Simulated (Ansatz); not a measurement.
AsO, multiplicity 2 (the spin of the measured ground state), most abundant isotopes (15.9949 and 74.9216 u). Constants from fifth-degree fits in 1/R to seven points on the lowest solution found; no spin–orbit coupling, no relativity up to Kr; ω_e x_e and α_e move by some per cent with the fit.

Correlated levels freeze the inner cores; with def2 sets outer-core shells near the valence are correlated too. CBS(a, b) extrapolates the correlation energy as X⁻³ and adds the Hartree–Fock energy of set b.

The values were computed with Ansatz (an electronic-structure program) with Gaussian orbitals. Values without a source in brackets are computed.

| level | r_e (Å) | ω_e (cm⁻¹) | ω_e x_e (cm⁻¹) | α_e (cm⁻¹) |
|---|---|---|---|---|
| PBE/def2-TZVPP | 1.6427 | 955.7 | 4.05 | 0.00295 |
| CCSD(T)/CBS(def2-TZVPP, def2-QZVPP) | 1.6217 | 987.2 | 4.51 | 0.00312 |

D_e from total energies of the atoms and the molecule: 5.53 eV at PBE/def2-TZVPP.

Question: Derive the rotational constants, the centrifugal constant, the fundamental, the zero-point energy and the force constant, and test the Morse rule for the well depth.

Answer: 
μ = 13.18093 u.
- PBE/def2-TZVPP: B_e = 16.8576/(μ r_e²) = 0.47394 cm⁻¹; B₀ = B_e − α_e/2 = 0.47247 cm⁻¹; D = 4B_e³/ω_e² = 4.66e-07 cm⁻¹; fundamental ω_e − 2ω_e x_e = 948 cm⁻¹; zero-point energy ω_e/2 − ω_e x_e/4 = 477 cm⁻¹; k = μ(2πcω_e)² = 709 N/m; a Morse well would hold ω_e²/(4ω_e x_e) = 6.98 eV against the computed D_e of 5.53 eV
- CCSD(T)/CBS(def2-TZVPP, def2-QZVPP): B_e = 16.8576/(μ r_e²) = 0.48633 cm⁻¹; B₀ = B_e − α_e/2 = 0.48477 cm⁻¹; D = 4B_e³/ω_e² = 4.72e-07 cm⁻¹; fundamental ω_e − 2ω_e x_e = 978 cm⁻¹; zero-point energy ω_e/2 − ω_e x_e/4 = 492 cm⁻¹; k = μ(2πcω_e)² = 757 N/m

Measured for the ground state: ω_e 967.08 cm⁻¹ [NIST CCCBDB].
